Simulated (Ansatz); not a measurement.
`[Cl][SbH2]`, charge 0, multiplicity 1.

(1) Give a relaxed structure at PBE0-D4/def2-TZVP (the Gaussian-basis code of Ansatz). (Estimate.)

Answers

(1) Ansatz gave: 
Z-matrix (Å, degrees):
```
Sb
Cl 1 2.356
H 1 1.712 2 94.4
H 1 1.712 2 94.4 3 90.7
```
Point group Cs.
